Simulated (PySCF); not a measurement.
Correlation energy of Rh⁺ (rhodium, charge +1)

[Kr] 4d7 5p1, one real determinant (an excited configuration). Computed with PySCF 2.14 in x2c-TZVPPall (8s6p6d2f1g, 79 functions), with scalar relativity by spin-free X2C-1e. Frozen: [Kr]; 8 electrons correlated.

MP2 pair energies summed by pair of shells (mhartree):

```csv
pair,energy,share (%)
4d-4d,-153.00,88.9
4d-5p,-19.18,11.1
```

Total MP2 correlation energy: -172.19 mhartree.

Same-spin part -77.67 and opposite-spin part -94.52 mhartree; SCS-MP2 scales them by 1/3 and 6/5 to -139.31 mhartree.

The basis was made for the ground configuration and has no added diffuse functions, which can raise the energy of the promoted electron.

The reference is one real determinant that mixes LS terms of this configuration.
